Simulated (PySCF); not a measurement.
# How methods differ on the excitation energy of As

As [Ar] 3d10 4s2 4p3 (4S) → As [Ar] 3d10 4s2 4p2 5s1 (4P), as a difference of total energies. Calculation: PySCF 2.14, in aug-cc-pwCVDZ-PP with ECP10MDF (6s5p4d1f, 48 functions); scalar relativity through the core potential. Correlated levels: valence: 3s2 3p6 3d10 frozen. The calculations carry no spin-orbit coupling.

| method | excitation energy (eV) |
| --- | --- |
| UHF | 6.432 |
| MP2 (valence) | 6.550 |
| SCS-MP2 (valence) | 6.497 |
| CCSD (valence) | 6.485 |
| CCSD(T) (valence) | 6.482 |

How much does correlation contribute at CCSD(T) (valence)?

6.482 − (6.432) = 0.050 eV, measured against UHF.

Errors of the correlated levels include the incompleteness of this basis and the frozen core.

For comparison: 6.460 eV (measured; NIST levels, between the centres of gravity of the two terms).
